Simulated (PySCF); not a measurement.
Isomers of C6H9FOS, one GFN2-xTB conformer each. Single-point energies are computed at PBE0/pcSseg-1 (PySCF, gas phase, no added dispersion term), electronic only.

Question: Rank them by PBE0/pcSseg-1 energy, lowest first (kcal/mol).
A. `[CH3:1]/[CH:2]=[CH:3]/[C@H:4]([F:5])[O:6][C:7]([CH3:8])=[S:9]` with C2–C3–C4–F5 126°, C3–C4–O6–C7 -172°, C4–O6–C7–C8 -2°
B. `[O:1]=[C:2]1[CH2:3][CH2:4][S:5][CH2:6][C@H:7]1[CH2:8][F:9]` with C6–C7–C8–F9 -63°, O1–C2–C3–C4 117°, C2–C3–C4–S5 63°, C3–C4–S5–C6 -59°, C4–S5–C6–C7 59°
C. `[CH3:1][C@@H:2]1[S:3][CH2:4][C@H:5]([CH2:6][F:7])[C:8]1=[O:9]` with C4–C5–C6–F7 70°, C1–C2–S3–C4 -97°, C2–S3–C4–C5 -36°, S3–C4–C5–C6 162°, C4–C5–C8–O9 157°
D. `[O:1]=[S@@:2]1[CH2:3][CH2:4][C@H:5]1[CH2:6]/[CH:7]=[CH:8]\[F:9]` with C4–C5–C6–C7 166°, C5–C6–C7–C8 -111°, O1–S2–C3–C4 -123°, S2–C3–C4–C5 22°, C3–C4–C5–C6 -140°, O1–S2–C5–C4 124°
E. `[CH3:1][CH2:2][O:3][CH2:4][S:5][C:6]1=[C:7]([F:8])[CH2:9]1` with C1–C2–O3–C4 64°, C2–O3–C4–S5 65°, O3–C4–S5–C6 -173°, C4–S5–C6–C7 -3°

Answer: B (0.0), C (0.5), A (24.4), D (59.8), E (81.2).

As drawn, the lowest has a C=O bond, which the highest lacks; the highest has a three-membered ring and a C=C bond outside aromatic rings, which the lowest lacks. Neighbours under 2.5 kcal/mol apart (O=C1CCSC[C@H]1CF and C[C@@H]1SC[C@H](CF)C1=O) can change places with a better method, another conformer or zero-point energy. GFN2-xTB itself gives, in the same order: 0.9, 0.0, 21.9, 32.0, 69.3. GFN2-xTB puts C[C@@H]1SC[C@H](CF)C1=O lowest instead; measured from each level's own lowest isomer, the values differ by up to 27.8 kcal/mol (O=[S@@]1CC[C@H]1C/C=C\F: 32.0 against 59.8).

Question: Which frontier levels, dipoles and rotational constants go with these structures?

Answer: 
| SMILES | HOMO (eV, PBE0/pcSseg-1) | LUMO (eV) | dipole (D) | A, B, C (MHz) |
| --- | --- | --- | --- | --- |
| O=C1CCSC[C@H]1CF | -6.85 | -0.94 | 1.71 | 1960, 1108, 755.7 |
| C[C@@H]1SC[C@H](CF)C1=O | -6.81 | -1.20 | 1.30 | 2100, 1030, 771.1 |
| C/C=C/[C@H](F)OC(C)=S | -6.48 | -1.56 | 3.60 | 2201, 733.2, 575.7 |
| O=[S@@]1CC[C@H]1C/C=C\F | -6.48 | 0.25 | 3.43 | 2274, 929.5, 801.3 |
| CCOCSC1=C(F)C1 | -6.20 | 0.46 | 1.69 | 2446, 665.5, 597.5 |

Question: As an exercise, what shares would exp(−E/RT) give at 298.15 K from these electronic energies alone (no entropy, no degeneracies)?

Answer: RT = 0.592 kcal/mol: O=C1CCSC[C@H]1CF 69.3 %, C[C@@H]1SC[C@H](CF)C1=O 30.7 %, C/C=C/[C@H](F)OC(C)=S under 0.1 %, O=[S@@]1CC[C@H]1C/C=C\F under 0.1 %, CCOCSC1=C(F)C1 under 0.1 %.
